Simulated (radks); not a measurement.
Results of a calculation; reference values are marked as such.
Initial-state core-level shifts of neutral rhenium when its valence configuration changes from [Xe] 4f14 5d5 6s2. Level of theory: Dirac Kohn-Sham, PBE, spin-unpolarised, spherical densities, point nucleus; open shells fill j = l - 1/2 first (a radial shooting solver on a logarithmic mesh with Libxc functionals). Shifts are changes of the shell-averaged eigenvalues in eV (positive: less bound).

| valence | 4s | 4d | 5s | 5p |
|---|---|---|---|---|
| 4f13 5d6 6s2 | -11.199 | -10.366 | -4.068 | -3.020 |
| 4f14 5d6 6s1 | +2.087 | +2.096 | +2.056 | +1.922 |
| 4f14 5d4 6s2 6p1 | -3.847 | -3.856 | -3.775 | -3.600 |
| 4f14 5d3 6s2 6p2 | -8.127 | -8.145 | -7.876 | -7.445 |
| 4f13 5d5 6s2 6p1 | -15.312 | -14.484 | -8.073 | -6.844 |
| 4f12 5d5 6s2 6p2 | -31.626 | -29.883 | -16.487 | -13.976 |
| 4f14 5d5 6s1.5 6p0.5 | -0.708 | -0.707 | -0.710 | -0.713 |
| 4f13.5 5d6 6s1.5 | -4.378 | -3.967 | -0.908 | -0.457 |
| 4f14 5d5 6s1 6p1 | -1.373 | -1.371 | -1.377 | -1.380 |
